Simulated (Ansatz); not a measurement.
A made-up structure of MgSiH₃Br, singlet:

| atom | x (Å) | y (Å) | z (Å) |
| --- | --- | --- | --- |
| Si1 | -0.7549 | 0.4473 | -0.3952 |
| Mg2 | 1.2517 | -0.7416 | 0.6553 |
| Br3 | 3.0891 | -1.8302 | 1.6175 |
| H4 | -0.6312 | 0.5518 | -1.8788 |
| H5 | -2.0369 | -0.2655 | -0.1199 |
| H6 | 0.6272 | -0.9091 | 2.2492 |

It is relaxed with PBE-D4/def2-SVP and then PBE0-D4/def2-TZVP (Ansatz 0.2.0). Atoms count as bonded within 1.22 times the sum of their covalent radii (H–H: 0.88 Å). The end point is not checked to be a true minimum.

Question: Does its bonding change? (Judge from chemistry; the calculation decides.)

Answer: Computed: Yes. Formed: Si1–H6; broken: Mg2–H6.

Where it ends: The first stage lowers the energy by 3.74 eV in 20 steps. It ends as MgSiH₃Br ([SiH3][Mg][Br]):
Si1  (-0.644, -0.312, 0.051)
Mg2  (1.753, -0.694, 0.857)
Br3  (3.947, -1.052, 1.596)
H4  (-0.737, -0.274, -1.438)
H5  (-1.207, 0.976, 0.550)
H6  (-1.567, -1.391, 0.511)
(Å)

Labels in which every atom is bracketed show which atoms are joined, not bond orders.

For scale, one of the runs: PBE0-D4/def2-TZVP relaxation, 135 basis functions, launched by `ansatz run in.yaml --threads 2 --pin off --events-out ev --progress --plain --max-ram 4352MiB`. Hardware: 2 CPU threads of an Arm Neoverse V2, shared host. Wall time about 16 s.
